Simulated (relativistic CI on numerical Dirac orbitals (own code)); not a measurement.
# Re²⁺ (5d5) in a crystal field

Calculated by Dirac-Coulomb-Breit CI, KLI orbitals optimised for each configuration, model QED (radiative potential, 1s self-energy scaled to tabulated hydrogen-like ionisation energies), valence Slater integrals scaled by 0.7, one configuration in a parametric crystal field (own radial code).

Field parameters in Wybourne normalisation: D4h B²₀ = −7Ds, B⁴₀ = 21(Dq − Dt), B⁴₄ = 21√(5/14) Dq. The field is a parameter set, without covalency.

S and J are read from ⟨S²⟩ = S(S + 1) and ⟨J²⟩ = J(J + 1) of each level; they are not fictitious spins.

D4h, 10Dq = 29700, Ds = -1500, Dt = 100 cm⁻¹, the lowest 16 levels:

```
E (cm⁻¹)  Degeneracy  Irrep     S     J
     0.0           2     Γ7  0.56  4.40
    3717           2     Γ6  0.55  4.31
    7593           2     Γ7  0.56  4.37
   19272           2     Γ7  1.48  3.85
   20733           2     Γ6  1.50  3.75
   21478           2     Γ6  1.50  3.64
   21795           2     Γ7  1.53  3.66
   22515           2     Γ7  1.51  3.52
   23176           2     Γ7  1.48  3.28
   23516           2     Γ6  1.46  3.29
   23686           2     Γ6  1.46  3.13
   28013           2     Γ6  0.74  4.99
   28440           2     Γ7  0.62  4.79
   29224           2     Γ7  0.80  4.45
   29765           2     Γ7  0.82  4.64
   29961           2     Γ6  1.11  4.14
```

Principal g values of the ground doublet: 1.20, 1.20, 3.64.

D4h, 10Dq = 29700, Ds = 3000, Dt = 100 cm⁻¹, the lowest 10 levels:

```
E (cm⁻¹)  Degeneracy  Irrep     S     J
     0.0           2     Γ7  0.56  4.36
    7822           2     Γ7  0.57  4.35
   10246           2     Γ6  0.55  4.39
   17354           2     Γ6  1.47  3.74
   18701           2     Γ6  1.49  3.71
   19467           2     Γ7  1.49  3.55
   20535           2     Γ7  1.48  3.31
   24659           2     Γ6  1.41  3.39
   24892           2     Γ7  1.40  3.62
   26618           2     Γ6  0.69  4.05
```

Principal g values of the ground doublet: 1.02, 2.69, 2.69.

D4h, 10Dq = 29700, Ds = 2590, Dt = 100 cm⁻¹, the lowest 10 levels:

| E (cm⁻¹) | Degeneracy | Irrep | S | J |
| --- | --- | --- | --- | --- |
| 0.0 | 2 | Γ7 | 0.56 | 4.37 |
| 6880 | 2 | Γ7 | 0.56 | 4.35 |
| 9200 | 2 | Γ6 | 0.55 | 4.38 |
| 17796 | 2 | Γ6 | 1.47 | 3.77 |
| 19164 | 2 | Γ6 | 1.49 | 3.71 |
| 19874 | 2 | Γ7 | 1.49 | 3.57 |
| 20912 | 2 | Γ7 | 1.48 | 3.33 |
| 24182 | 2 | Γ6 | 1.46 | 3.29 |
| 24336 | 2 | Γ7 | 1.44 | 3.51 |
| 26120 | 2 | Γ7 | 1.32 | 3.93 |

Principal g values of the ground doublet: 0.88, 2.75, 2.75.

The free-ion ground term has S = 5/2. The field overcomes the spin-pairing energy for D4h, 10Dq = 29700, Ds = -1500, Dt = 100 cm⁻¹; D4h, 10Dq = 29700, Ds = 3000, Dt = 100 cm⁻¹; D4h, 10Dq = 29700, Ds = 2590, Dt = 100 cm⁻¹, where the ground state has lower spin; these fields are assumed values.

Levels of this model without a field, named by their leading LS term (the scale mimics covalency, so terms lie below those of the real free ion): 6S_5/2 0, 4G_5/2 12859, 4G_7/2 15329, 4G_11/2 15886, 4G_5/2 16194, 4P_3/2 16234, 4G_9/2 16370, 4P_1/2 17937 cm⁻¹.
